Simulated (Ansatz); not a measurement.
Geometry optimisation, RKS PBE-D4/cc-pVDZ in Ansatz.

The input (input.yaml):

```yaml
crystal:
  periodic: [false, false, false]
  atoms:
    - { symbol: Al, position_ang: [-0.02194, 0.4634, -0.545688] }
    - { symbol: "N", position_ang: [-0.027042, 0.112416, 2.523527] }
    - { symbol: H, position_ang: [-0.845083, -0.209181, 3.054237] }
    - { symbol: H, position_ang: [0.781535, 0.11097, 3.155616] }
    - { symbol: F, position_ang: [1.447949, -0.065653, -1.185749] }
    - { symbol: F, position_ang: [-1.451699, -0.314261, -0.99983] }
    - { symbol: F, position_ang: [-0.096357, 1.931952, 0.300205] }
    - { symbol: H, position_ang: [-0.204362, 1.106857, 2.259883] }
basis:
  gaussian: { orbitals: cc-pVDZ }
hamiltonian:
  xc: pbe
  dispersion: d4
relax:
  f_tol: 0.03
  max_steps: 50
```

Command:

```bash
$ ansatz run input.yaml --threads 2 --pin off --max-ram 3072MiB --backend cpu --events-out ev --progress --plain --runs-dir out
```

**Question.** Where does it end, and by what steps?

**Answer.** The forces met the threshold. After 8 steps the energy has fallen by 1.317 eV; F5 moved furthest, 0.84 Å. Joined: Al1–N2 (3.09 → 2.04 Å).

```csv
step,energy less start (eV),largest force component (eV/Å),accepted
0,0.0000,1.088,yes
1,-0.1967,0.898,yes
2,-0.6006,0.684,yes
3,-1.0154,0.702,yes
4,-1.1899,1.138,yes
5,-1.2924,0.295,yes
6,-1.3154,0.039,yes
7,-1.3165,0.031,yes
8,-1.3168,0.004,yes
```

```xyz
8
Properties=species:S:1:pos:R:3
Al -0.053 0.523 0.030
N -0.051 0.268 2.052
H -0.814 -0.358 2.351
H 0.836 -0.144 2.377
F 1.464 -0.160 -0.356
F -1.441 -0.383 -0.380
F -0.183 2.224 -0.052
H -0.175 1.167 2.541
```

Whether the end is a true minimum wasn't checked by a vibrational analysis.

Time of the run: 16 s on 2 threads of Arm Neoverse V1 (shared host), peak memory 0.13 GiB.
